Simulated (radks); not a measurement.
Radial electron density D(r) = 4 pi r^2 rho(r) of an atom or ion with 28 electrons. All-electron calculation, scalar-relativistic Kohn-Sham, PBE, spin-polarised, spherical densities, finite nucleus; Fermi nuclear charge, rms radius of each element as measured or else 0.836 A^(1/3) + 0.57 fm. Program: a radial shooting solver on a logarithmic mesh with Libxc functionals.

r (bohr)  D(r) (e/bohr)
0.001624         0.7232
0.001831         0.9020
0.002064          1.123
0.002327          1.396
0.002624          1.731
0.002958          2.142
0.003309          2.607
0.003731          3.209
0.004207          3.936
0.004743          4.810
0.005348          5.853
0.006029          7.088
0.006798          8.538
0.007665          10.22
0.008642          12.16
0.009744          14.35
0.0109            16.61
0.01229           19.27
0.01385           22.10
0.01562           25.05
0.01761           28.01
0.01986           30.86
0.02239           33.43
0.02525           35.57
0.02846           37.10
0.03209           37.89
0.03618           37.86
0.04047           37.13
0.04563           35.71
0.05145           33.91
0.05801           32.14
0.06541           30.84
0.07375           30.47
0.08315           31.32
0.09375           33.42
0.1057            36.48
0.1192            39.84
0.1333            42.45
0.1503            43.84
0.1695            43.12
0.1911            40.13
0.2154            35.37
0.2429            29.88
0.2739            25.02
0.3088            21.93
0.3482            21.12
0.3925            22.30
0.4426            24.45
0.495             26.17
0.5582            26.68
0.6293            25.34
0.7096            22.31
0.8               18.22
0.902             13.86
1.017             9.865
1.147             6.602
1.293             4.174
1.458             2.499
1.63              1.473
1.838            0.7879
2.073            0.3916
2.337            0.1777
2.635           0.07197
2.971           0.02541

What is the nuclear charge?

Answer. Z = 31. The innermost maximum, from 1s, lies near gamma/Z bohr with gamma = sqrt(1 - (Z/c)^2) = 0.974, here 0.0314 bohr (found: 0.0339), and its height grows with Z. The density is that of the gallium ion Ga3+ in [Ar] 3d10; the configuration itself is not fixed sharply by these data, and Z only to about a unit. D(r) has 3 maxima, at r = 0.0339, 0.154, 0.545 bohr, and minima at 0.0720, 0.343 bohr, inside which lie 2.08, 10.95 electrons.
